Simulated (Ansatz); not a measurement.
Geometry optimisation, RKS r2SCAN-D4/def2-SVP in Ansatz 0.2.0.

Input:

```yaml
crystal:
  periodic: [false, false, false]
  atoms:
    - { symbol: B, position_ang: [0.007782, 0.393382, -0.282973] }
    - { symbol: F, position_ang: [-0.46917, 0.784771, 0.889694] }
    - { symbol: Cl, position_ang: [1.743428, 0.413053, -0.53904] }
    - { symbol: Cl, position_ang: [-1.112689, 0.114135, -1.603366] }
    - { symbol: "N", position_ang: [-0.177496, -1.929766, 1.147721] }
    - { symbol: H, position_ang: [-0.846444, -2.686586, 1.015228] }
    - { symbol: C, position_ang: [1.037593, -2.38468, 1.803777] }
    - { symbol: H, position_ang: [1.516199, -3.168275, 1.193573] }
    - { symbol: H, position_ang: [1.751069, -1.54689, 1.868103] }
    - { symbol: H, position_ang: [0.898545, -2.792238, 2.826546] }
    - { symbol: H, position_ang: [-0.644715, -1.180004, 1.692037] }
basis:
  gaussian: { orbitals: def2-SVP }
hamiltonian:
  xc: r2scan
  dispersion: d4
relax:
  f_tol: 0.03
  max_steps: 50
output:
  orbitals: {}
```

Command:

```bash
$ ansatz run input.yaml --threads 4 --pin off --max-ram 5120MiB --backend cpu --events-out ev --progress --plain --runs-dir out
```

**Question.** Where does it end, and by what steps?

**Answer.** The run converged. After 15 steps the energy has fallen by 1.174 eV; Cl3 moved furthest, 1.20 Å. Joined: B1–N5 (2.73 → 1.64 Å).

```csv
step,energy less start (eV),largest force component (eV/Å),accepted
0,0.0000,0.865,yes
1,0.0146,1.191,no
2,-0.0488,0.813,yes
3,-0.1367,0.659,yes
4,-0.2887,0.980,yes
5,-0.5681,1.508,yes
6,-0.8763,1.534,yes
7,-0.9454,1.521,yes
8,-0.9888,1.279,yes
9,-1.0733,0.442,yes
10,-1.0984,0.643,yes
11,-1.1405,0.401,yes
12,-1.1552,0.356,yes
13,-1.1672,0.158,yes
14,-1.1726,0.126,yes
15,-1.1743,0.022,yes
```

```xyz
11
Properties=species:S:1:pos:R:3
B 0.094 -0.257 0.101
F 0.415 0.689 1.029
Cl 1.462 -0.620 -1.083
Cl -1.537 0.031 -0.714
N -0.135 -1.645 0.941
H -0.312 -2.384 0.254
C 0.975 -2.013 1.847
H 1.876 -2.154 1.238
H 1.139 -1.179 2.540
H 0.740 -2.932 2.401
H -1.013 -1.520 1.457
```

Whether the end is a true minimum wasn't checked by a vibrational analysis.

Run time: 54 s on 4 threads of Arm Neoverse V1, with other jobs on the host, peak memory 0.21 GiB.
